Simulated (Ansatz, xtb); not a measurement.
Process, species as SMILES: COB(O)OC + 5 [H][H] (H2) -> B (BH3) + 2 C (CH4) + 3 O (H2O)
Structures are relaxed separately at B3LYP-D3(BJ)/def2-TZVP in Ansatz (a first-principles code), one conformer each, not searched for the lowest.
Geometry of the first species:
SMILES: COB(O)OC
```xyz
13

C      2.1424     0.5673    -0.2405
O      0.7229     0.6135    -0.3370
B     -0.0444    -0.3657     0.2195
O      0.5424    -1.4139     0.8832
O     -1.4063    -0.3131     0.1220
C     -2.0446     0.7607    -0.5598
H      2.5315     1.4450    -0.7538
H      2.5379    -0.3337    -0.7130
H      2.4648     0.5847     0.8022
H     -0.1091    -2.0327     1.2268
H     -1.8084     1.7180    -0.0910
H     -3.1180     0.5873    -0.5064
H     -1.7353     0.7997    -1.6061
```
Charge 0, spin multiplicity 1.

Quantity: energy of full hydrogenation (electronic energy difference), in kcal/mol. Cores are frozen in the correlated levels unless marked. No spin-orbit coupling. Non-relativistic unless marked X2C. Basis-set limits of correlation are two-point, X^-3; Hartree-Fock from the larger set.

| level | program | energy of full hydrogenation (kcal/mol) |
|---|---|---|
| GFN1-xTB | xtb | 21.3 |
| PBE0-D3(BJ)/def2-TZVPD | Ansatz + dftd3 | 24.2 |
| PBE0/def2-TZVP | Ansatz | 27.3 |
| PBE0/def2-TZVPD | Ansatz | 21.9 |
| PBE0/def2-QZVPP | Ansatz | 20.3 |
| r2SCANh-D4/def2-TZVPD | Ansatz + dftd4 | ___ |
| HSE06/def2-TZVPD | Ansatz | 22.1 |
| CAM-B3LYP-D4/def2-TZVPD | Ansatz + dftd4 | 28.9 |
| wB97X-V/def2-TZVPD | Ansatz | ___ |
| wB97X/def2-TZVPD | Ansatz | ___ |
| B2PLYP-D3(BJ)/def2-TZVPD | Ansatz + dftd3 | 28.2 |
| SCS-MP2/6-31G | Ansatz | 38.7 |
| CCSD/aug-cc-pVTZ | Ansatz | 20.3 |
| X2C-CCSD(T)/cc-pVTZ-DK | Ansatz | 29.4 |
| CCSD(T)/CBS(cc-pVTZ,cc-pVQZ) | Ansatz | ___ |

Task: What belongs in the gaps?

Result: 
- r2SCANh-D4/def2-TZVPD, energy of full hydrogenation (kcal/mol): 30.9
- wB97X-V/def2-TZVPD, energy of full hydrogenation (kcal/mol): 27.0
- wB97X/def2-TZVPD, energy of full hydrogenation (kcal/mol): 21.2
- CCSD(T)/CBS(cc-pVTZ,cc-pVQZ), energy of full hydrogenation (kcal/mol): 25.8
